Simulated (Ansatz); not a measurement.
A nudged elastic band was laid between two geometries of C2H9NSi + H2S (16 atoms, charge 0, multiplicity 1).

Theory: Ansatz 0.2.0, RKS PBE/6-31G.

```
movable images  : 5
climbing image  : yes
spring          : 0.1 eV/Å²
optimiser       : quadratic models (default)
start path      : through a guess of the saddle point
force threshold : 0.03 eV/Å
iteration limit : 60
end points      : relaxed
```

Image 0:

```xyz
16
Properties=species:S:1:pos:R:3
Si -1.679 0.679 -0.182
N -0.064 -0.161 0.091
C 0.196 -0.650 1.472
C 0.350 -1.140 -0.950
H -1.610 1.300 -1.554
H -1.822 1.710 0.907
H -2.833 -0.309 -0.123
H 0.982 0.933 -0.019
S 2.131 1.961 -0.038
H -0.059 0.139 2.196
H -0.383 -1.564 1.709
H 1.273 -0.872 1.571
H -0.205 -2.096 -0.872
H 0.184 -0.710 -1.951
H 1.429 -1.342 -0.837
H 2.109 2.122 -1.420
```

Image 6:

```xyz
16
Properties=species:S:1:pos:R:3
Si -2.170 1.664 -0.338
N 1.263 -0.301 0.135
C 0.738 -0.869 1.410
C 0.983 -1.120 -1.079
H -2.474 0.687 -1.474
H -3.105 2.844 -0.509
H -2.608 0.931 0.930
H 2.268 -0.090 0.213
S -0.065 2.338 -0.271
H 0.979 -0.178 2.230
H -0.357 -0.944 1.330
H 1.162 -1.867 1.617
H -0.109 -1.192 -1.203
H 1.397 -0.604 -1.957
H 1.412 -2.133 -0.997
H 0.685 0.833 -0.038
```

(1) Which bonds break or form, and what moves?

(2) Give the energies along the band, and the barrier.

(3) What is the geometry of the highest image?

Results:

(1) Bonds broken: Si1–N2, H8–S9. Bonds formed: Si1–S9, N2–H8. C2H9NSi + H2S becomes C2H7N + H4SSi.

(2) The forces met the threshold. The highest image is number 2 of 0 to 6, 0.121 eV above the first end and 0.777 eV above the last; the last end lies 0.656 eV below the first. Another band between the same ends (5 images) ends at a top of the same energy, where a vibrational analysis finds 1 clearly imaginary mode. The orbitals stay closed-shell, which can raise the energy where a bond breaks towards radicals; this wasn't checked here. Limits of this set-up: no polarisation functions.

```json
{"image": "0", "path coordinate (Å)": "0.00", "energy (eV)": "0.000", "Si1–N2 (Å)": "1.84", "H8–S9 (Å)": "1.54", "Si1–S9 (Å)": "4.02"}
{"image": "1", "path coordinate (Å)": "1.00", "energy (eV)": "0.040", "Si1–N2 (Å)": "1.86", "H8–S9 (Å)": "1.62", "Si1–S9 (Å)": "3.65"}
{"image": "2", "path coordinate (Å)": "2.00", "energy (eV)": "0.121", "Si1–N2 (Å)": "1.96", "H8–S9 (Å)": "1.99", "Si1–S9 (Å)": "3.03"}
{"image": "3", "path coordinate (Å)": "3.52", "energy (eV)": "0.075", "Si1–N2 (Å)": "2.23", "H8–S9 (Å)": "2.38", "Si1–S9 (Å)": "2.47"}
{"image": "4", "path coordinate (Å)": "5.05", "energy (eV)": "-0.164", "Si1–N2 (Å)": "2.80", "H8–S9 (Å)": "3.05", "Si1–S9 (Å)": "2.28"}
{"image": "5", "path coordinate (Å)": "6.63", "energy (eV)": "-0.340", "Si1–N2 (Å)": "3.47", "H8–S9 (Å)": "3.47", "Si1–S9 (Å)": "2.24"}
{"image": "6", "path coordinate (Å)": "8.21", "energy (eV)": "-0.656", "Si1–N2 (Å)": "3.98", "H8–S9 (Å)": "3.40", "Si1–S9 (Å)": "2.21"}
```

(3) 
```xyz
16
Properties=species:S:1:pos:R:3
Si -1.324 0.918 -0.220
N 0.229 -0.217 0.150
C 0.200 -0.786 1.535
C 0.442 -1.248 -0.915
H -1.421 1.367 -1.651
H -1.625 1.900 0.875
H -2.331 -0.235 -0.066
H 0.985 0.592 0.071
S 1.238 2.535 -0.255
H 0.194 0.045 2.256
H -0.700 -1.407 1.674
H 1.100 -1.400 1.700
H -0.440 -1.902 -0.998
H 0.615 -0.732 -1.872
H 1.328 -1.856 -0.667
H 1.510 2.425 -1.618
```

Run time: 4.8 min on 2 threads of Arm Neoverse V2, with other jobs on the host, peak memory 0.15 GiB.
